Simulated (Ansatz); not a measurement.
Isolated molecules relaxed with PBE0-D4/def2-TZVP in Ansatz; ΔE leaves out vibrations. CBS: MP2 limit from def2 TZ/QZ plus the TZ coupled-cluster correction, frozen cores. This one scheme is used for every species. Each species was taken in one conformer, which may not be the lowest.

`O[SiH](O)[AlH2]` + `S[SiH2]Cl` → `O[SiH](O)S[SiH2]Cl` + `[AlH3]`  (cleavage of the Si–Al bond)

| species | MP2/CBS(def2) energy (Eh) |
| --- | --- |
| `O[SiH](O)[AlH2]` | -684.46009 |
| `S[SiH2]Cl` | -1148.43818 |
| `O[SiH](O)S[SiH2]Cl` | -1589.18578 |
| `[AlH3]` | -243.75528 |

**Question.** Work out ΔE.

**Answer.** ΔE = (-1589.18578) + (-243.75528) − (-684.46009) − (-1148.43818) = -0.04279 Eh = -112.3 kJ/mol. CCSD(T)/CBS gives -99.5 kJ/mol.

Largest T1 diagnostic among the species: 0.013.

Leaving LDA and LC-ωPBE aside and taking each functional with its dispersion term where it has one, the values, not all of them listed here, spread over 26.0 kJ/mol, from B97M-V to PBE-D4. LDA lies −9.6 kJ/mol from PBE without D4. From PBE to PBE0 (25 % exact exchange), in def2-TZVPP and without D4, ΔE moves by −9.0 kJ/mol.
